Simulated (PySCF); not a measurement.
**Selenium: a sound run and one with changed settings**

Sound run: Se²⁺ [Ar] 3d10 4s2 4p2, Se³⁺ [Ar] 3d10 4s2 4p1. Computed with PySCF 2.14 in jorge-DZP-DKH (8s6p2d1f, 43 functions), with scalar relativity by spin-free X2C-1e. In the sound run the correlated levels freeze [Ar] 3d10. The sound run starts from symmetry-adapted Hartree-Fock orbitals and uses a fine grid where one is needed.

Changed run: the non-relativistic Hamiltonian (point nucleus). This setting is unsound on purpose.

```csv
species,method,sound run (hartree),changed run (hartree),converged
Se²⁺,UHF,-2426.85370,-2392.21366,yes
Se²⁺,M06-L,-2428.44949,-2393.73908,yes
Se²⁺,B3LYP,-2428.58189,-2393.84879,yes
Se²⁺,MP2,-2426.88091,-2392.24079,yes
Se²⁺,CCSD(T),-2426.88988,-2392.25006,yes
Se³⁺,UHF,-2425.71999,-2391.08069,yes
Se³⁺,M06-L,-2427.30778,-2392.59674,yes
Se³⁺,B3LYP,-2427.42495,-2392.69273,yes
Se³⁺,MP2,-2425.74775,-2391.10865,yes
Se³⁺,CCSD(T),-2425.75930,-2391.12087,yes
```

Ionisation energy of Se²⁺:

```tsv
method	sound run (eV)	changed run (eV)
UHF	30.850	30.830
M06-L	31.067	31.085
B3LYP	31.482	31.458
MP2	30.835	30.807
SCS-MP2	30.785	30.756
CCSD	30.763	30.726
CCSD(T)	30.765	30.727
```

Most of the change in total energy is the relativistic energy itself. On top of that the contraction fixes the core shape for the Hamiltonian it was made with, so the changed run is not a good calculation with the other Hamiltonian either.

For comparison, NIST gives 31.697 ± 0.019 eV between the lowest levels.
